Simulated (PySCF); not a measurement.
ClGeH5SSi, SMILES Cl[SiH2][S][GeH3]. Atoms are numbered in the order given.

```xyz
9

Si     1.6844     0.4590    -0.2035
Cl     1.5242     0.1936     1.8591
S      0.2589    -0.7324    -1.2577
Ge    -1.6269    -0.0105    -0.2320
H      3.0278     0.0123    -0.6459
H      1.4848     1.9098    -0.4504
H     -2.7538    -0.2511    -1.2499
H     -1.4739     1.4885     0.0852
H     -1.8616    -0.8217     1.0519
```
Charge 0, spin multiplicity 1.

Geometry optimised at B3LYP-D3(BJ)/def2-SVP. This is a generated structure with no PubChem entry under its InChIKey; it may be hypothetical. One conformer was computed; it need not be the lowest.

Two levels are set side by side: PBE/pcSseg-1 (PySCF) and PBE0/pcSseg-1 (PySCF). GIAO shifts against GeH4 (⁷³Ge), H2S (³³S), HCl (³⁵Cl), TMS (²⁹Si), TMS (¹H) at the same level; non-relativistic, no solvent, atoms listed together averaged. Without spin–orbit terms, shifts of atoms bonded to Cl or Br come out too high at both levels. Differences are taken from unrounded values.

```
quantity                PBE0    PBE  PBE minus PBE0
---------------------  -----  -----  --------------
δ(²⁹Si) of Si1 (ppm)     8.9    9.8             0.9
δ(³⁵Cl) of Cl2 (ppm)    26.7   47.0            20.3
δ(³³S) of S3 (ppm)     -27.7    3.6            31.3
δ(⁷³Ge) of Ge4 (ppm)   175.3  192.4            17.1
δ(¹H) of H5, H6 (ppm)   5.96   6.19            0.23
```

Rough cost on one machine, each run with all the roots and properties that it gave: PBE0 against PBE within a factor of 2.
